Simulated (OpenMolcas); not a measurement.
## Pr3+: moving or changing the point charges

Pr3+ among 3 point charges of -1.5 e arranged as a planar triangle (D3h), 2.29 Å from the ion.

- Program: OpenMolcas
- Method: CASSCF
- Basis: ANO-RCC-VDZP [7s6p4d2f1g]
- Scalar Hamiltonian: DKH2, point nucleus
- Active space: 2 electrons in 7 orbitals (4f)
- State averaging: 2S+1 = 3 even, 21 roots; 2S+1 = 1 even, 27 roots kept (CI in the orbitals of an earlier block)
- Spin-orbit coupling: RASSI with atomic mean-field integrals over the reference wave functions

Runs around this geometry, states (labels of D3, the rotations of D3h). Energies in cm-1 above the lowest state or level, χT in cm3 K/mol.

| R (Å) | Ground state | First state of that spin | First gap with spin-orbit (degeneracies) | Width of lowest J | χT at 300 K |
| --- | --- | --- | --- | --- | --- |
| 2.29 | 3A2 | 3E 89.5 | 125.1 (1, 2) | 1890 | 1.458 |
| 2.56 | 3A2 | 3E 68.5 | 93.4 (1, 2) | 1368 | 1.518 |
| 2.66 | 3A2 | 3E 61.8 | 83.9 (1, 2) | 1222 | 1.535 |

Taking the width of the lowest J multiplet as R^-n, n = -ln(1222 / 1890) / ln(2.66 / 2.29) = 2.9 between the shortest and longest distance.

This is an electrostatic model: the charges have no orbitals. No measured value stands beside these numbers.
